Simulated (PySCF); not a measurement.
## Radial density of Rb⁺ (rubidium, charge +1)

M06-L, [Kr], closed-shell 1S. All numbers are calculated (PySCF 2.14, the spin-free X2C one-electron Hamiltonian (Gaussian nucleus), in jorge-DZP-DKH).

| r (bohr) | 4πr²ρ (e/bohr) |
| --- | --- |
| 0.0358 | 44.27 |
| 0.0602 | 38.12 |
| 0.101 | 51.83 |
| 0.170 | 47.05 |
| 0.286 | 31.99 |
| 0.482 | 37.16 |
| 0.811 | 11.40 |
| 1.36 | 6.457 |
| 2.29 | 2.235 |
| 3.86 | 0.1042 |
| 6.49 | 8.746e-05 |
| 10.9 | 2.818e-05 |

Densities and radii are taken from the X2C orbitals without a picture-change correction, which distorts them close to the nucleus.
